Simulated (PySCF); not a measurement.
**How methods differ on the excitation energy of Si⁺**

Si⁺ [Ne] 3s2 3p1 (2P) → Si⁺ [Ne] 3s1 3p2 (4P), as a difference of total energies. Computed with PySCF 2.14 in x2c-QZVPPall (9s6p4d2f1g, 70 functions), with scalar relativity by spin-free X2C-1e. Correlated levels: valence: [Ne] frozen; valence and next inner shell: 1s2 frozen. The calculations carry no spin-orbit coupling.

| method | excitation energy (eV) | error (eV) |
| --- | --- | --- |
| UHF | 3.926 | -1.382 |
| LDA | 5.402 | +0.094 |
| PBE | 5.279 | -0.029 |
| PBE0 | 5.118 | -0.190 |
| r2SCAN | 4.704 | -0.604 |
| MN15 | 5.263 | -0.045 |
| BP86 | 5.316 | +0.008 |
| HSE06 | 5.133 | -0.175 |
| M06-L | 5.287 | -0.021 |
| ROHF | 3.799 | -1.509 |
| MP2 (valence) | 4.843 | -0.465 |
| SCS-MP2 (valence) | 5.207 | -0.101 |
| MP2 (valence and next inner shell) | 5.040 | -0.268 |
| SCS-MP2 (valence and next inner shell) | 5.358 | +0.050 |

Reference: 5.308 eV (measured; NIST levels, between the centres of gravity of the two terms).

Errors of the correlated levels include the incompleteness of this basis and the frozen core.
